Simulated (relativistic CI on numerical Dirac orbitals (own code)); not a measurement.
## Level scheme of Sb XI

Calculated at this level of theory: Dirac-Coulomb-Breit CI, orbitals from a KLI potential per configuration, model QED (radiative potential, 1s self-energy scaled to tabulated hydrogen-like ionisation energies), unscaled Slater integrals (own radial code, finite nucleus).

Configurations in the expansion (outside the closed core [Ar] 3d10): 4s2 4p6 4d5, 4s2 4p5 4d6, 4s2 4p6 4d4 4f, 4s2 4p6 4d4 5s, 4s2 4p4 4d7, 4s 4p6 4d6, 4s2 4p6 4d4 5p, 4s2 4p6 4d3 5s2, 4s2 4p6 4d3 4f 5s, 4s2 4p6 4d4 5d, 4s2 4p6 4d3 5s 5p, 4p6 4d7, 4s2 4p6 4d3 5p2, 4s2 4p6 4d4 6s, 4s2 4p6 4d4 5g. Levels of other configurations are missing.

The lowest level is 4s2 4p6 4d5 6S_5/2, with 94 % of that term; Hund's rules for 4s2 4p6 4d5 give 6S with J = 5/2, in agreement.

```csv
No.,Configuration,Term,J,E (cm⁻¹),%,Landé g,Lifetime (s),jj configuration (%)
1,4s2 4p6 4d5,6S,5/2,0.0,94,1.976,,4d3/2^3 4d5/2^2 (37)
2,4s2 4p6 4d5,4G,5/2,38605.5,26,1.137,1.28e-02,4d5/2 (71)
3,4s2 4p6 4d5,4P,3/2,43811.3,61,1.500,9.62e-03,4d3/2^3 4d5/2^2 (74)
4,4s2 4p6 4d5,4G,7/2,44160.9,79,1.040,2.88e-01,4d3/2^3 4d5/2^2 (71)
5,4s2 4p6 4d5,4G,5/2,44395.0,55,0.966,1.55e-02,4d3/2^3 4d5/2^2 (55)
6,4s2 4p6 4d5,4G,11/2,45410.2,92,1.256,,4d3/2^3 4d5/2^2 (50)
7,4s2 4p6 4d5,4G,9/2,46129.9,93,1.171,3.40e+00,4d3/2^2 4d5/2^3 (57)
8,4s2 4p6 4d5,4P,1/2,46752.6,78,2.160,8.26e-01,4d3/2^2 4d5/2^3 (48)
9,4s2 4p6 4d5,4D,7/2,52946.5,81,1.360,5.19e-02,4d3/2^2 4d5/2^3 (77)
10,4s2 4p6 4d5,4D,5/2,56125.8,57,1.356,1.61e-02,4d3/2^3 4d5/2^2 (45)
11,4s2 4p6 4d5,4D,1/2,56721.2,81,0.486,2.91e-02,4d3/2^2 4d5/2^3 (82)
12,4s2 4p6 4d5,4D,3/2,58016.0,60,1.343,1.39e-02,4d3/2^2 4d5/2^3 (52)
13,4s2 4p6 4d5,2I,11/2,65484.8,78,0.967,3.83e-02,4d3/2^2 4d5/2^3 (58)
14,4s2 4p6 4d5,2D,5/2,66257.8,29,1.091,4.67e-03,4d3/2 4d5/2^4 (46)
15,4s2 4p6 4d5,2D,3/2,66338.2,57,0.684,1.19e-02,4d3/2^2 4d5/2^3 (63)
16,4s2 4p6 4d5,2F,7/2,67432.9,47,1.143,4.92e-02,4d3/2^3 4d5/2^2 (66)
17,4s2 4p6 4d5,4F,9/2,69677.0,53,1.218,3.29e-02,4d3/2^3 4d5/2^2 (52)
18,4s2 4p6 4d5,2I,13/2,69734.2,100,1.076,3.97e-01,4d3/2^2 4d5/2^3 (100)
19,4s2 4p6 4d5,4F,5/2,73348.7,66,1.024,2.12e-02,4d3/2^2 4d5/2^3 (72)
20,4s2 4p6 4d5,2H,9/2,77687.5,57,1.063,1.04e-02,4d3/2^2 4d5/2^3 (91)
21,4s2 4p6 4d5,2F,7/2,78031.2,47,1.180,7.43e-03,4d3/2 4d5/2^4 (70)
22,4s2 4p6 4d5,4F,3/2,78695.3,57,0.597,1.28e-02,4d3/2 4d5/2^4 (59)
23,4s2 4p6 4d5,2G,7/2,82245.2,78,0.943,2.76e-02,4d3/2^2 4d5/2^3 (79)
24,4s2 4p6 4d5,2F,5/2,83619.9,70,0.956,9.85e-03,4d3/2^2 4d5/2^3 (54)
25,4s2 4p6 4d5,2H,11/2,87101.5,75,1.062,6.57e-03,4d3/2 4d5/2^4 (88)
26,4s2 4p6 4d5,2F,7/2,88235.6,69,1.143,1.65e-02,4d3/2 4d5/2^4 (48)
27,4s2 4p6 4d5,2G,9/2,88977.7,53,1.071,1.57e-02,4d3/2 4d5/2^4 (69)
28,4s2 4p6 4d5,2F,5/2,89592.4,44,1.020,5.03e-03,4d5/2^5 (53)
29,4s2 4p6 4d5,2S,1/2,91419.4,93,1.978,7.15e-03,4d3/2^3 4d5/2^2 (38)
30,4s2 4p6 4d5,2D,3/2,101392.4,96,0.808,5.25e-03,4d3/2 4d5/2^4 (35)
```

Energies count from the lowest computed level; lifetimes are radiative, by E1, M1, E2, M2 decay to levels of this space only; some are left blank where a channel outside the calculation adds to the decay or the decay crosses a small, uncertain gap. Filled j subshells are mostly left out of the jj labels.

The mean weight of the leading LS term, summed over parents, in these 30 levels is 67 %, and that of the leading jj configuration (from the same eigenvectors) 62 %.

At this charge energies of transitions that change n are usually good to better than 1 %, and those within a shell (Δn = 0) to a few per cent. Terms inside the open d or f shell come out 10 to 20 % too wide with unscaled integrals. Levels and lines within the n = 5 or 6 shells can be off by up to 10 % or somewhat more, and those that change n by about 2 %, since core polarisation is missing.

LS names give the leading component of a level, which can be under half, so a name can repeat, a term be missing and a line seem to break the LS rules.
